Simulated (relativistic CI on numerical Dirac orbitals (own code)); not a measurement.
**Sb¹⁷⁺: q coefficients and field-shift factors**

Method of calculation: Dirac-Coulomb-Breit CI, separate exchange-only KLI orbitals for each configuration, derivatives by finite differences, unscaled Slater integrals, QED left out (own radial code, finite nucleus).

CI space (outside the closed core [Ar] 3d10): 4s2.4p4, 4s.4p5, 4p6, 4s2.4p3.4d, 4s.4p4.4d, 4s2.4p3.4f. Double excitations out of closed p, d and f shells are left out; levels of such configurations are missing from the list, as are those of other unlisted configurations, and high levels can miss mixing partners.

With x = (α/α₀)² − 1 an excitation energy changes as ω = ω₀ + qx; K = 2q/ω₀ is the relative enhancement. Terms are leading LS components, so labels can repeat. The field-shift factor is F = δν/δ⟨r²⟩ for the transition from the lowest level.

Lowest level 4s2.4p4 3P_2.

```tsv
Level	ω₀ (cm⁻¹)	q (cm⁻¹)	F (GHz/fm²)
4s2.4p4 3P_0	39537	10380	-0.734
4s2.4p4 3P_1	82635	96980	-2.84
4s2.4p4 1D_2	105570	95160	-2.74
4s2.4p4 1S_0	212727	184800	-6.68
4s.4p5 3P°_2	453732	114200	-111
4s.4p5 3P°_1	490748	131200	-105
4s.4p5 3P°_0	540243	203800	-108
4s.4p5 1P°_1	591492	164900	-84.1
4s2.4p3.4d 5D°_2	597417	20180	2.33
4s2.4p3.4d 5D°_3	601055	29280	2.57
4s2.4p3.4d 5D°_0	601996	36090	-0.769
4s2.4p3.4d 5D°_1	609131	58680	-6.86
4s2.4p3.4d 5D°_4	614048	45180	2.58
```

At this charge energies of transitions that change n are usually good to better than 1 %, and those within a shell (Δn = 0) to a few per cent.

Q: Which transition from the lowest level has the largest |K|?

A: 4s2.4p4 3P_1 at 82635 cm⁻¹, K = 2.35.
